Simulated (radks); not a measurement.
Question: Species: Cu4+. Configuration: [Ne] 3s2 3p5.5 3d7.5 (fractional occupations, a model configuration). All-electron calculation, non-relativistic Kohn-Sham, AM05, spin-unpolarised, spherical densities, point nucleus. Program: a radial shooting solver on a logarithmic mesh with Libxc functionals. Some entries of the table are withheld. Estimate them.

orbital  occ.  eigenvalue (hartree)  <r^2> (bohr^2)
1s          2             -323.5517        0.003760
2s          2             -40.83983         0.06730
2p          6                   (1)             (2)
3s          2              -6.61318             (3)
3p        5.5                   (4)          0.6245
3d        7.5              -2.63411             (5)
4s          0              -1.73281           4.154
4p          0                   (6)           5.228

Answer: 
(1) 2p eigenvalue (hartree): -36.16388
(2) 2p <r^2> (bohr^2): 0.05298
(3) 3s <r^2> (bohr^2): 0.5791
(4) 3p eigenvalue (hartree): -5.14062
(5) 3d <r^2> (bohr^2): 0.7966
(6) 4p eigenvalue (hartree): -1.38825
